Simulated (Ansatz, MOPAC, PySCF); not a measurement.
Members of the series SiXY, Y = amino; each row names its spin state. Gas-phase values, no solvent. One relaxed conformer stands for each flexible species; it need not be the lowest. Strings in code marks are SMILES.

Quantity: adiabatic spin-state energy, in kcal/mol. HF references are unrestricted for open shells and restricted for singlets. Semi-empirical values (MOPAC) are differences of heats of formation.

Level 1: frozen-core CCSDT(Q)/6-31g // PBE0-D3(BJ)/def2-TZVP (Ansatz, a quantum-chemistry and plane-wave program)
Level 2: HSE06/cc-pVTZ // PBE0-D3(BJ)/def2-TZVP (Ansatz)
Level 3: PBE/6-31G* // PBE0-D3(BJ)/def2-TZVP (PySCF)
Level 4: PM3 // PBE0-D3(BJ)/def2-TZVP (MOPAC)

| species | level 1 | level 2 | level 3 | level 4 |
|---|---|---|---|---|
| `N[Si][SiH3]`: multiplicity 3 minus multiplicity 1 | 31.1 | 27.5 | 29.7 | 15.9 |
| `N[Si]N`: multiplicity 3 minus multiplicity 1 | 56.8 | 52.1 | 52.4 | 24.9 |
| `N[Si]S`: multiplicity 3 minus multiplicity 1 | 47.8 | 46.6 | 47.6 | 18.7 |
| `N[SiH]`: multiplicity 3 minus multiplicity 1 | 38.6 | 36.2 | 38.0 | 16.0 |
| `N[Si][AlH2]`: multiplicity 3 minus multiplicity 1 | 17.7 | 12.6 | 15.5 | -17.3 |
| `B[Si]N`: multiplicity 3 minus multiplicity 1 | 17.5 | 10.9 | 13.3 | 10.3 |
| `[C-]#[N+][Si]N`: multiplicity 3 minus multiplicity 1 | 55.1 | 49.3 | 49.7 | 22.5 |
